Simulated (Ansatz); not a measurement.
Ansatz (a program for electronic structure) job for SnHCl3, SMILES [Cl][SnH]([Cl])[Cl], B3LYP-D3(BJ)/def2-SVP. 

Ansatz 0.2 input:
```yaml
crystal:
  periodic: [false, false, false]
  atoms:
    - {symbol: Sn, position_ang: [0.00000000, -0.00000000, 0.41799877]}
    - {symbol: Cl, position_ang: [-1.84637156, -1.06600311, -0.45215355]}
    - {symbol: Cl, position_ang: [-0.00000001, 2.13200623, -0.45215355]}
    - {symbol: Cl, position_ang: [1.84637156, -1.06600311, -0.45215355]}
    - {symbol: H, position_ang: [0.00000000, 0.00000001, 2.15989223]}
basis:
  gaussian:
    orbitals: def2-SVP
hamiltonian:
  xc: b3lyp
  dispersion: d3bj
relax: {f_tol: 0.002, max_steps: 200}
```

Output:

```
WARN ansatz: RAYON_NUM_THREADS=1 ignored (pool sized by the plan → 1); use --threads N
Functional definition: B3LYP
integrals: 0.04 GiB planned
928 factors; integrals over basis functions are off by at most 4.2e-4 eV
mean field: 0.39 GiB planned
mean field evaluation 1: about -43408.8731 eV, gradient 2.1e1 eV
mean field evaluation 2: about -43407.8298 eV, gradient 3.0e1 eV
mean field evaluation 4: about -43410.1310 eV, gradient 3.6e-1 eV
mean field evaluation 8: about -43410.1342 eV, gradient 1.5e-2 eV
mean field -43410.13421198 eV, -1595.2930078445 hartree, gradient 8.8e-6 eV, S^2 0.000000; 0 other end points of the search recorded, 0 dependent functions left out
the calculation of the forces begins
reference -43410.13445619 eV, -1595.2930168190 hartree; 37, 37 occupied and 48, 48 virtual orbitals, 928 factors
relax step   1: F+E_penalty+E_count = -43410.46888999 eV  Δ(F+E_penalty+E_count) = +0.000e0 eV  max|allowed force component| = 1.125e0 eV/Å  Δτ_max = 0.0000 Å  (25 SCF iters, accepted)
these checks for a lower state are left out or cut short: starts, cluster_reference, orbital_swaps, neighbouring_geometries, increment
integrals: 0.04 GiB planned
928 factors; integrals over basis functions are off by at most 4.6e-4 eV
mean field: 0.39 GiB planned
mean field evaluation 16: about -43410.1524 eV, gradient 8.8e0 eV
mean field -43410.19199339 eV, -1595.2951312720 hartree, gradient 2.7e-5 eV, S^2 0.000000; 0 other end points of the search recorded, 0 dependent functions left out
the calculation of the forces begins
reference -43410.19223859 eV, -1595.2951402831 hartree; 37, 37 occupied and 48, 48 virtual orbitals, 928 factors
relax step   2: F+E_penalty+E_count = -43410.51678797 eV  Δ(F+E_penalty+E_count) = -4.790e-2 eV  max|allowed force component| = 5.446e-1 eV/Å  Δτ_max = 0.0724 Å  (26 SCF iters, accepted)
these checks for a lower state are left out or cut short: starts, cluster_reference, orbital_swaps, neighbouring_geometries, increment
integrals: 0.04 GiB planned
928 factors; integrals over basis functions are off by at most 4.5e-4 eV
mean field: 0.39 GiB planned
mean field -43410.19878491 eV, -1595.2953808560 hartree, gradient 1.7e-5 eV, S^2 0.000000; 0 other end points of the search recorded, 0 dependent functions left out
the calculation of the forces begins
reference -43410.19903014 eV, -1595.2953898680 hartree; 37, 37 occupied and 48, 48 virtual orbitals, 928 factors
relax step   3: F+E_penalty+E_count = -43410.52566282 eV  Δ(F+E_penalty+E_count) = -8.875e-3 eV  max|allowed force component| = 2.264e-2 eV/Å  Δτ_max = 0.0232 Å  (28 SCF iters, accepted)
these checks for a lower state are left out or cut short: starts, cluster_reference, orbital_swaps, neighbouring_geometries, increment
integrals: 0.04 GiB planned
928 factors; integrals over basis functions are off by at most 4.5e-4 eV
mean field: 0.39 GiB planned
mean field evaluation 32: about -43410.1965 eV, gradient 1.2e-1 eV
mean field -43410.19885914 eV, -1595.2953835839 hartree, gradient 3.6e-5 eV, S^2 0.000000; 0 other end points of the search recorded, 0 dependent functions left out
the calculation of the forces begins
reference -43410.19910439 eV, -1595.2953925966 hartree; 37, 37 occupied and 48, 48 virtual orbitals, 928 factors
relax step   4: F+E_penalty+E_count = -43410.52567923 eV  Δ(F+E_penalty+E_count) = -1.641e-5 eV  max|allowed force component| = 3.100e-4 eV/Å  Δτ_max = 0.0008 Å  (18 SCF iters, accepted)
integrals: 0.04 GiB planned
928 factors; integrals over basis functions are off by at most 4.5e-4 eV
mean field: 0.39 GiB planned
mean field -43410.19885914 eV, -1595.2953835839 hartree, gradient 3.6e-5 eV, S^2 0.000000; 1 other end points of the search recorded, 0 dependent functions left out
the calculation of the forces begins
reference -43410.19910439 eV, -1595.2953925966 hartree; 37, 37 occupied and 48, 48 virtual orbitals, 928 factors
Total energy: -43410.52592448 eV, -1595.3074030132 hartree
Atom 0 at     0.000021     0.000012     0.413918 Å, force     0.000010     0.000006    -0.000310 eV/Å
Atom 1 at    -1.892470    -1.092618    -0.437487 Å, force    -0.000104    -0.000060     0.000062 eV/Å
Atom 2 at    -0.000049     2.185272    -0.437450 Å, force    -0.000004     0.000123     0.000058 eV/Å
Atom 3 at     1.892477    -1.092678    -0.437450 Å, force     0.000105    -0.000065     0.000058 eV/Å
Atom 4 at     0.000021     0.000012     2.119899 Å, force    -0.000006    -0.000003     0.000131 eV/Å
Dipole moment:     0.000039     0.000022     0.441438 e Å
```

The run converged.
